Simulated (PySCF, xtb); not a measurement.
Ta(O)(F)3 anion (F3OTa), SMILES [O]=[Ta]([F])([F])[F] (connectivity only; charge and spin as stated), charge -1, multiplicity 2.

Harmonic wavenumbers (cm⁻¹) from GFN2-xTB (xtb) at its own minimum, in rising order: 104, 131, 145, 175, 216, 242, 297, 317, 728.

Problem. What does B3LYP-D3(BJ)/def2-SVPD run with PySCF give at its own minimum? (An estimate is asked for; the answer gives what the named calculation found.)

Solution. 142, 148, 162, 184, 263, 521, 565, 577, 911. Paired by order, the mean absolute difference is 124 cm⁻¹ and the zero-point energies are 3.4 and 5.0 kcal/mol.
